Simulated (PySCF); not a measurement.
**Energy of Re (rhenium, neutral) between two integer charges**

The 6s beta orbital of [Xe] 4f14 5d5 6s2 is emptied in steps (occupation f), with all orbitals relaxed, ending at [Xe] 4f14 5d5 6s1. All numbers are calculated (PySCF 2.14, scalar relativity through the core potential, in aug-cc-pVDZ-PP with ECP60MDF). The exact energy is a straight line in f; departures are measured from the line between the end points of the same method.

Problem. Among UHF, LDA, PBE, which shows the largest delocalisation error (convex curve), and which is closest to linear?

Solution. Most convex: LDA (-0.751 eV at f = 0.5); closest to linear: UHF (0.036 eV).

```json
{"f": "1", "UHF (eV)": "0.000", "LDA (eV)": "0.000", "PBE (eV)": "0.000"}
{"f": "0.9", "UHF (eV)": "0.014", "LDA (eV)": "-0.269", "PBE (eV)": "-0.256"}
{"f": "0.7", "UHF (eV)": "0.031", "LDA (eV)": "-0.629", "PBE (eV)": "-0.601"}
{"f": "0.5", "UHF (eV)": "0.036", "LDA (eV)": "-0.751", "PBE (eV)": "-0.719"}
{"f": "0.3", "UHF (eV)": "0.029", "LDA (eV)": "-0.631", "PBE (eV)": "-0.604"}
{"f": "0.1", "UHF (eV)": "0.012", "LDA (eV)": "-0.269", "PBE (eV)": "-0.251"}
{"f": "0", "UHF (eV)": "0.000", "LDA (eV)": "0.000", "PBE (eV)": "0.000"}
```

| method | E(f=0) − E(f=1) (eV) | −ε at f=1 (eV) | −ε at f=0.5 (eV) |
| --- | --- | --- | --- |
| UHF | 5.944 | 6.100 | 5.937 |
| LDA | 8.086 | 5.108 | 8.078 |
| PBE | 7.594 | 4.752 | 7.583 |

Reference removal energy between the ground levels: 7.834 eV (measured; NIST Atomic Spectra Database, ionization energies). UHF lacks correlation.
